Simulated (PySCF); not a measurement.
Telling isomers of C₅H₇F₃O apart by NMR

Level of theory: PBE0/pcSseg-1 with gauge-including orbitals, coordinates at the GFN2-xTB level, in PySCF 2.14 (non-relativistic, gas phase, a single conformation, one averaged value for each set of equivalent atoms).

Referencing at the same level of theory: 1H (σ = 31.72 ppm) and 13C (σ = 186.93 ppm) vs TMS. Splittings of carbon signals by F and P are missing where no couplings were computed. Where no couplings were computed, multiplicities follow the n + 1 count of equivalent neighbours, and m marks all less simple cases (inequivalent or close neighbours, rings, F or P nearby). Shifts are as computed. Against solution values, carbons near 30 ppm lie about +3 ppm off and those near 130 ppm about +5 ppm. Of 1211 compounds with measured shifts, 218 miss one by over three times the rms of a fit or turn the order of signals round; such compounds aren't used in these exercises.

(1) Tabulate the signals of `COCCC(F)=C(F)F`, `CO[C@H](C)C(F)=C(F)F` and their relative energies.

(2) What is the quickest way to tell COCCC(F)=C(F)F from CO[C@H](C)C(F)=C(F)F?

## Answers

(1) 
| SMILES | carbon types | δC | δH | E rel. (kcal/mol) |
| --- | --- | --- | --- | --- |
| COCCC(F)=C(F)F | 2×C 2×CH2 1×CH3 | 167.9, 136.3, 71.5, 61.5, 33.2 | 3.56 (s, 3H), 3.53 (t, 2H), 2.53 (m, 2H) | 0.4 |
| CO[C@H](C)C(F)=C(F)F | 2×C 1×CH 2×CH3 | 168.1, 135.0, 76.7, 58.4, 19.2 | 4.08 (m, 1H), 3.51 (s, 3H), 1.53 (d, 3H) | 0.0 |

Energies are electronic energies at PBE0/pcSseg-1 on these geometries, without zero-point or thermal terms, each for the one conformer computed, which needn't be the lowest.

(2) Both give the same number of carbon signals, but DEPT or the intensities differ. The first has an sp3 CH2 bonded to O at 71.5 ppm, the second an allylic sp3 CH bonded to O at 76.7 ppm. Their most deshielded carbons lie at 167.9 and 168.1 ppm. In the proton spectra the most deshielded non-exchanging signals are 3.56 (s, 3H) and 4.08 (m, 1H).
